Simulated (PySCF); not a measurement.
C5H9N, SMILES C#CCCNC.

Coordinates come from a B3LYP-D3(BJ)/def2-SVP optimisation. Other conformers were not sampled.

Computed with TDDFT-PBE0/def2-SVPD run with PySCF.

Vertical excitations. 

| state | energy (eV) | λ (nm) | f | main pairs |
|---|---|---|---|---|
| S1 | 5.95 | 208 | 0.001 | HOMO→LUMO 93 % |
| S2 | 6.57 | 189 | 0.001 | HOMO−1→LUMO+3 26 %, HOMO−1→LUMO 20 %, HOMO−2→LUMO+2 18 %, HOMO−1→LUMO+1 11 % |
| S3 | 6.67 | 186 | 0.014 | HOMO→LUMO+1 87 % |
| S4 | 6.80 | 182 | 0.002 | HOMO→LUMO+2 49 %, HOMO−1→LUMO+2 8 % |
| S5 | 6.88 | 180 | 0.011 | HOMO→LUMO+3 40 %, HOMO−1→LUMO+2 14 %, HOMO−2→LUMO+1 6 % |
| S6 | 6.89 | 180 | 0.007 | HOMO−2→LUMO+2 40 %, HOMO→LUMO+4 18 %, HOMO−2→LUMO+1 8 %, HOMO−1→LUMO 8 % |
| S7 | 6.97 | 178 | 0.004 | HOMO→LUMO+3 37 %, HOMO→LUMO+2 20 %, HOMO−1→LUMO+2 13 %, HOMO−2→LUMO+2 9 % |
| S8 | 7.09 | 175 | 0.036 | HOMO→LUMO+4 58 %, HOMO→LUMO+2 17 % |
| S9 | 7.42 | 167 | 0.021 | HOMO−1→LUMO+3 49 %, HOMO−1→LUMO 45 % |
| S10 | 7.46 | 166 | 0.036 | HOMO−2→LUMO 51 %, HOMO−2→LUMO+3 33 % |
| T1 | 5.28 | 235 | 0 | HOMO−1→LUMO+2 36 %, HOMO−2→LUMO+3 24 %, HOMO−2→LUMO 9 %, HOMO−2→LUMO+1 8 % |
| T2 | 5.73 | 216 | 0 | HOMO→LUMO 85 % |
| T3 | 5.83 | 213 | 0 | HOMO−2→LUMO+2 29 %, HOMO−1→LUMO+3 25 %, HOMO−1→LUMO 12 %, HOMO−1→LUMO+1 8 % |
| T4 | 5.83 | 213 | 0 | HOMO−1→LUMO+2 36 %, HOMO−2→LUMO+3 22 %, HOMO−2→LUMO 9 %, HOMO−1→LUMO+1 7 % |
Triplets are in the Tamm–Dancoff approximation, which puts them higher than full response would, so one can lie above its singlet here.
